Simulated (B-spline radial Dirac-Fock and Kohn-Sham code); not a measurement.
Radiative decay of the L1 hole in Zn⁶⁺

System: zinc as Zn⁶⁺, configuration [Ar] 3d6.

The run's input, task.json:

```json
{"items": [{
  "Z": 30,
  "q": 6,
  "cfg": [[1, 0, 2], [2, 0, 2], [2, 1, 6], [3, 0, 2], [3, 1, 6], [3, 2, 6]],
  "A": 64,
  "rrms": 3.9283,
  "do": ["binding", "quiet", "decay"],
  "holes": ["K", "L1", "L2", "L3", "M1", "M2", "M3"]
}]}
```

Run with: `python xray_run.py task.json out`

Level of theory: independent-particle radiative and Coulomb Auger rates from relativistic LDA hole-state orbitals, with Dirac-Fock energies; a radial finite-basis atomic code.

```tsv
line	multipole	energy (eV)	width (meV)	share (%)
L1-L2	E1	154.6	0.0351	0.516
L1-L3	E1	178.0	0.110	1.61
L1-M2	E1	1123.9	2.34	34.3
L1-M3	E1	1127.3	4.31	63.3
L1-M4	E2	1207.9	0.00598	0.0879
L1-M5	E2	1208.4	0.00893	0.131
```

The listed lines hold 100.0 % of the radiative rate. The radiative width is 0.00681 eV in the length form and 0.00669 eV in the velocity form; the two differ because the transition energies are not eigenvalue differences of the potential that gave the orbitals.

Values without a named source are computed, but for edge energies of neutral atoms, which are taken from tables.
